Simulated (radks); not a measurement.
Values are calculated unless marked as measured or tabulated.
Question: All-electron atom: Lu in [Xe] 4f14 5d1 6s2. Code: a radial shooting solver on a logarithmic mesh with Libxc functionals. Model: non-relativistic Kohn-Sham, PBE, spin-polarised, spherical densities, point nucleus; open shells are filled with parallel spins first (spin-orbit coupling, left out, can overturn this in heavy ions); relativity is left out, which matters for an element this heavy. Some entries of the table are withheld. Estimate them.

| orbital | occ. | eigenvalue (hartree) | r(max) (bohr) | <1/r> (bohr^-1) |
|---|---|---|---|---|
| 1s down | 1 | -2148.570 | 0.01416 | 70.45 |
| 1s up | 1 | -2148.570 | 0.01416 | 70.45 |
| 2s up | 1 | -349.6079 | 0.07725 | 16.48 |
| 2s down | 1 | -349.6069 | 0.07725 | 16.48 |
| 2p up | 3 | -334.4238 | 0.06002 | 16.51 |
| 2p down | 3 | -334.4232 | 0.06002 | 16.51 |
| 3s down | 1 | -78.51742 | 0.2130 | 6.307 |
| 3s up | 1 | -78.51738 | 0.2130 | 6.307 |
| 3p up | 3 | -71.55907 | 0.2009 | 6.254 |
| 3p down | 3 | -71.55905 | 0.2009 | 6.254 |
| 3d up | 5 | -58.59372 | 0.1590 | 6.171 |
| 3d down | 5 | -58.59334 | 0.1590 | 6.171 |
| 4s up | 1 | -15.12167 | 0.4817 | 2.701 |
| 4s down | 1 | -15.12139 | 0.4817 | 2.701 |
| 4p up | 3 | -12.27308 | 0.4838 | 2.606 |
| 4p down | 3 | -12.27276 | 0.4838 | 2.606 |
| 4d up | 5 | -7.11774 | 0.4832 | 2.400 |
| 4d down | 5 | -7.11724 | 0.4832 | 2.400 |
| 5s up | 1 | -1.87253 | 1.138 | 1.020 |
| 5s down | 1 | -1.85959 | 1.137 | 1.022 |
| 5p up | 3 | -1.11300 | 1.244 | (1) |
| 5p down | 3 | -1.09696 | 1.241 | (2) |
| 4f up | 7 | (3) | 0.4612 | 1.879 |
| 4f down | 7 | (4) | 0.4611 | 1.882 |
| 6s up | 1 | -0.15613 | 3.343 | 0.3176 |
| 6s down | 1 | -0.14330 | 3.395 | 0.3107 |
| 5d up | 1 | (5) | 1.773 | 0.5108 |
| 5d down | 0 | (6) | 1.769 | 0.5020 |

Answer: 
(1) 5p up <1/r> (bohr^-1): 0.8956
(2) 5p down <1/r> (bohr^-1): 0.8987
(3) 4f up eigenvalue (hartree): -0.55925
(4) 4f down eigenvalue (hartree): -0.55682
(5) 5d up eigenvalue (hartree): -0.10492
(6) 5d down eigenvalue (hartree): -0.08610
